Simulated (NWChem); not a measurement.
# Total energies of F$_{3}$Si

SMILES: F[Si](F)F
```xyz
4

F      0.7584    -0.2013     1.3144
Si     0.0008     0.3851     0.0000
F      0.7584    -0.2013    -1.3144
F     -1.5181    -0.1964     0.0000
```
Charge 0, spin multiplicity 2.

Program: NWChem. All single points use one geometry, from UPBE/def2-SVP, a minimum by its harmonic frequencies.

Basis set: 3-21G (40 functions).

```csv
method,total energy (Ha)
UHF,-584.24173
UMP2,-584.63419
UB2PLYP,-585.55607
UPBE,-585.50803
UB3LYP,-585.96145
ULC-wPBE (omega 0.3 per bohr),-585.57298
```

Total energies of different functionals aren't comparable as a measure of quality: only differences taken within one method are. 

The correlated methods keep 8 core orbitals frozen. B3LYP has NWChem's definition, with VWN1-RPA local correlation. The structure started from a generated list of species. The unpaired electrons of the parent sit in orbitals of symmetry a' (Cs labels of the run); other states weren't searched. The stability of the SCF solutions was not checked. Open-shell Hartree-Fock references start from PBE0 orbitals.
